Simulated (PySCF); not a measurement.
Compound: Ge(GeH3)2H2.
Z-matrix (Å and degrees, PBE0-D3(BJ)/def2-SVP geometry), rows numbered from 1:
```
Ge
Ge  1  2.4240
H   2  1.5402  1  109.85
H   2  1.5396  1  111.07  3  -120.27
H   2  1.5403  1  110.00  3   119.38
Ge  1  2.4222  2  110.87  3   -63.44
H   6  1.5404  1  109.88  2    62.41
H   6  1.5402  1  110.04  2   -56.95
H   6  1.5401  1  111.07  2  -177.35
H   1  1.5426  2  109.63  3   175.55
H   1  1.5424  2  109.44  3    57.24
```

Method used: PySCF, TDDFT CAM-B3LYP/def2-SVPD, vertical, gas phase, core orbitals frozen in the response. The CAM-B3LYP/def2-SVPD calculation is non-relativistic and has no spin–orbit coupling, an omission that weighs most on germanium.

Frontier orbitals with the atoms that hold most of them (Löwdin shares over 4%, at most four atoms; ? is withheld):

```tsv
orbital	ε (eV)	atoms
HOMO-3	-11.00	Ge2 22%, Ge6 22%, H8 14%, H5 14%
HOMO-2	-10.58	Ge1 24%, H11 14%, H10 13%, Ge6 12%
HOMO-1	-9.75	?
HOMO	-9.01	Ge1 32%, Ge6 22%, Ge2 22%, H9 6%
LUMO	?	?
LUMO+1	0.75	Ge1 28%, Ge6 19%, Ge2 18%, H10 7%
LUMO+2	0.79	Ge2 23%, Ge6 22%, Ge1 17%, H8 6%
```

**Question.** Give the leading atoms of the HOMO-1.

**Answer.** Ge1 (bonded to 2 Ge and 2 H) 33%; Ge6 (bonded to Ge and 3 H) 15%; Ge2 (bonded to Ge and 3 H) 15%; H10 (bonded to Ge) 10%. By element: germanium 64%, hydrogen 10% or more.

**Question.** Which atoms hold the LUMO, and with what shares?

**Answer.** Ge2 (bonded to Ge and 3 H) 23%; Ge6 (bonded to Ge and 3 H) 22%; Ge1 (bonded to 2 Ge and 2 H) 14%; H4 (bonded to Ge) 10%. By element: germanium 59%, hydrogen 10% or more.

**Question.** What is the LUMO energy, and the HOMO–LUMO gap?

**Answer.** ε(LUMO) = 0.52 eV; the gap is 9.53 eV (0.3503 hartree).

**Question.** The HOMO–LUMO gap is 9.53 eV. Where does the response calculation put the lowest singlet, and from which orbitals?

**Answer.** S1 is at 6.87 eV (f = 0.303), 2.67 eV below the gap, made of HOMO→LUMO (56%), HOMO→LUMO+1 (33%). 

**Question.** One configuration dominates each of S6 and S7. Which, and how do the shares of the two leading atoms of either orbital change from the occupied to the empty one?

**Answer.** 
- S6 (7.51 eV, f 0.074), HOMO-1→LUMO (84%): Ge1 33% → 14%, Ge6 15% → 22%, Ge2 15% → 23%
- S7 (7.63 eV, f 0.142), HOMO-1→LUMO+1 (82%): Ge1 33% → 28%, Ge6 15% → 19%

Löwdin shares depend on the basis, the more so with diffuse functions.
